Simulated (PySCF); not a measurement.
# ZnSe⁺: energy against distance

Set-up: basis Zn def2-TZVPPD, Se def2-TZVPPD; no relativity; PySCF 2.14. Energies in eV from Zn⁺ + Se in their ground configurations at the same level. All curves are PBE0. state 1: ²Π (doublet), unpaired electrons π ↑; state 2: ⁴Σ⁻ (quartet), unpaired electrons σ ↑, π ↑↑, a second solution, started from another occupation; state 3: Ms = 0.5 determinant of mixed spin (⟨S²⟩ near 1.8), unpaired electrons σ ↓, π ↑↑, a second solution, started from another occupation; state 4: Ms = 0.5 determinant of mixed spin (⟨S²⟩ near 1.8), unpaired electrons σ ↑, π ↑↓, a mixture of terms (⟨Lz²⟩ = 2.0), a second solution, started from another occupation.

| R (Å) | state 1 | state 2 | state 3 | state 4 |
| --- | --- | --- | --- | --- |
| 1.964 | -1.250 | 0.674 | 0.846 | 1.147 |
| 2.056 | -1.739 | -0.085 | 0.085 | 0.394 |
| 2.147 | -2.002 | -0.614 | -0.444 | -0.131 |
| 2.216 | -2.092 | -0.901 | -0.729 | -0.415 |
| 2.284 | -2.116 | -1.116 | -0.942 | -0.626 |
| 2.353 | -2.089 | -1.273 | -1.096 | -0.780 |
| 2.444 | -1.997 | -1.415 | -1.233 | -0.917 |
| 2.558 | -1.824 | -1.511 | -1.322 | -1.007 |
| 2.695 | -1.576 | -1.545 | -1.348 | -1.035 |
| 2.878 | -1.239 | -1.508 | -1.299 | -0.990 |

Problem. Put a parabola through the three lowest points of the state 1 curve and estimate Re, k and ωe (reduced mass 35.52 u; 1 eV/Å² = 0.16022 mdyn/Å; ωe = 1302.8·√(k/μ) cm⁻¹).

Solution. Through R = 2.216, 2.284, 2.353 Å the second-order coefficient is 5.43 eV/Å², so Re ≈ 2.282 Å, k ≈ 1.74 mdyn/Å and ωe ≈ 288 cm⁻¹. A polynomial fit of higher order to the unrounded PBE0 energies gives Re = 2.278 Å, k = 1.75 mdyn/Å, ωe = 289 cm⁻¹; anharmonicity and rounding make the difference.

The higher-order fit for each curve: state 1: Re = 2.278 Å, ωe = 289 cm⁻¹, De = 2.12 eV; state 2: Re = 2.699 Å, ωe = 149 cm⁻¹, minimum 1.55 eV below the ground-state fragments; state 3: Re = 2.678 Å, ωe = 154 cm⁻¹, minimum 1.35 eV below the ground-state fragments; state 4: Re = 2.683 Å, ωe = 153 cm⁻¹, minimum 1.04 eV below the ground-state fragments.

⟨S²⟩ of the unrestricted solution departs from its pure value on part of the curve, where spin states mix. Spin–orbit coupling is left out. For an ion De counts to the pair picked by the measured ionisation energies or electron affinities, which need not be the lowest pair at this level. The state is the lowest determinant that a PBE0 search found; another state may lie lower at other levels.
